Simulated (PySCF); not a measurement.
Excitations are Tamm–Dancoff values on a coarser integration grid. The basis has no diffuse functions, so Rydberg states are missing or too high.

**C2H4Si2, SMILES `C#C[SiH]=[SiH2]` (charge 0, multiplicity 1)**

All values below come from PBE-D3(BJ)/def2-TZVP // PBE0-D4/def2-TZVP run with PySCF 2.14.0.

The HOMO comes out as -5.21 eV. The dipole moment is 0.53 D and the LUMO is -2.91 eV. The HOMO–LUMO gap is 2.30 eV and the S1 excitation (TDA) is 3.81 eV. The S1 oscillator strength is 0.038 and the brightest of the four lowest singlets (TDA) comes out as 4.03 eV. The T1 excitation (TDA) is 1.62 eV and the S1–T1 gap (TDA) comes out as 2.20 eV. The vertical ionisation energy (Delta-SCF) comes out as 7.80 eV and the total energy comes out as -657.1283 Ha. The cost comes out as very roughly 80 core-seconds.

```xyz
8

C      2.4436    -0.6152    -0.6359
C      1.4200    -0.0321    -0.3669
Si    -0.0839     0.8289     0.1179
Si    -1.9642    -0.2105     0.2036
H      3.3446    -1.1295    -0.8809
H     -0.0179     2.2873    -0.1195
H     -3.1515     0.5241     0.6988
H     -1.9875    -1.6653     0.4776
```
Charge 0, spin multiplicity 1.
